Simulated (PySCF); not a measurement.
Dipole response of Yb⁺ (ytterbium, charge +1)

[Xe] 4f14 6s1, 2S determinant. Calculation: PySCF 2.14, in ANO-RCC-VTZP (8s7p5d3f2g1h, 104 functions); scalar relativity by spin-free X2C-1e. Coupled (time-dependent) response in atomic units; α is the mean over directions. The basis has no added diffuse functions, which lowers α and C₆.

```tsv
method	mean α (bohr³)	C₆ (like pair)	S(−4)
M06-L	63.21	485.5	3145
```

S(−4) is the Cauchy moment in α(ω) = α(0) + S(−4) ω² + …

α(iu) at M06-L:

```
u (hartree)  α(iu) (bohr³)
          0          63.21
     0.0500          56.30
      0.100          42.93
      0.200          23.61
      0.300          14.87
      0.500          8.350
      0.750          5.574
       1.00          4.265
       1.50          2.897
       2.00          2.152
       3.00          1.354
       5.00         0.6938
```

A single London oscillator, α(iu) = α/(1 + u²/ω²), gives C₆ = (3/4) ω α². Matching the computed C₆ needs ω = 4 × 485.5 / (3 × 63.21²) = 0.162 hartree.

For an ion, C₆ is the dispersion term alone; charge-induced terms of lower order in 1/R come first.

Spin-orbit coupling, which splits the p, d and f shells strongly at this Z, is absent.
